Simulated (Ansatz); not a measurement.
System: CH2F, net charge -1, singlet state. It need not be the lowest isomer of its formula. Whether it binds its extra electron was not tested at this geometry. 
Geometry from a B3LYP-D3(BJ)/def2-TZVP (Ansatz, a first-principles code) optimisation:
```xyz
4

C     -0.7460     0.0795     0.2326
F      0.7330    -0.1081    -0.0705
H     -0.9213     1.0875    -0.2211
H     -1.1996    -0.5918    -0.5395
```
Charge -1, spin multiplicity 1.

Parts of the frozen-core correlation energy in STO-3G (Ansatz, hartree). Frozen orbitals: 2; correlated occupied orbitals by spin: 7 and 7; virtual: 3 and 3. Spin-orbit coupling is left out. No relativistic terms.

```json
[
 {"term": "reference (HF)", "value": "-136.30588"},
 {"term": "MP2 opposite-spin", "value": "-0.05149"},
 {"term": "MP2 same-spin", "value": "-0.00254"},
 {"term": "CCSD correlation", "value": "-0.07651"},
 {"term": "(T)", "value": "-0.00066"},
 {"term": "FCI minus CCSD(T)", "value": "-0.00019"},
 {"term": "T1 diagnostic", "value": "0.008"},
 {"term": "largest doubles amplitude", "value": "0.077"}
]
```
